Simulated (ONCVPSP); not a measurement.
## oxygen: variants of one ONCV potential

Base potential:

```
Element                 : oxygen
Generator               : ONCVPSP 4.0.1
Type                    : optimised norm-conserving Vanderbilt (ONCV)
Functional              : PBE
Relativity              : scalar-relativistic
Frozen core             : [He]
Valence charge          : 6
Reference configuration : 2s2 2p2 (charge +2)
Partial waves           : 2s: rc 0.75 bohr, ncon 4, nbas 8, qcut 8.4 1/bohr, local; 2p: rc 1.65 bohr, ncon 4, nbas 8, qcut 9.8 1/bohr, 1 projector
Local potential         : the s channel
Core correction         : Teter function, fcfact 3.75, rcfact 1.05
```

Cutoffs, loose and tight: the cutoffs (Ha) at which the residual kinetic energy of the hardest occupied pseudo-wave falls to 1 and 0.1 mHa per electron. They do not see the model core or the augmentation charge, which bear on the density cutoff. Test errors are all-electron minus pseudo excitation energies from the reference, over the configurations 2s2 2p4; 2s2 2p3; 2s2 2p1; 2s1 2p4. A dash means not determined; rows that change the core or the reference have their own tests.

| change | outcome | cutoff, loose | cutoff, tight | bound ghosts | GHOST(+) flags above zero | largest test error (meV) |
| --- | --- | --- | --- | --- | --- | --- |
| base | generated | 68 Ha | 260 Ha | none | none | +268 |
| core correction Teter function, fcfact 3.75, rcfact 1.02 | generated | 68 Ha | 260 Ha | none | none | +268 |
| core correction Teter function, fcfact 3.75, rcfact 1.2 | generated | 68 Ha | 260 Ha | none | none | +267 |
| core correction Teter function, fcfact 3.75, rcfact 1.36 | generated | 68 Ha | 260 Ha | none | none | +264 |
| core correction Teter function, fcfact 3.75, rcfact 1.46 | generated | 68 Ha | 260 Ha | none | none | +261 |
| core correction Teter function, fcfact 3.75, rcfact 1.72 | generated | 68 Ha | 260 Ha | none | none | +252 |
| core correction Teter function, fcfact 3.75, rcfact 1.82 | generated | 68 Ha | 260 Ha | none | none | +248 |
| core correction Teter function, fcfact 3.75, rcfact 2.06 | generated | 68 Ha | 260 Ha | none | none | +239 |

Reading the sweep of the rcfact (base included, trends over the rows without a ghost): The loose cutoff stays near 68 Ha. The median size of the test errors (rows with all tests solved) stays near 215.0 meV.
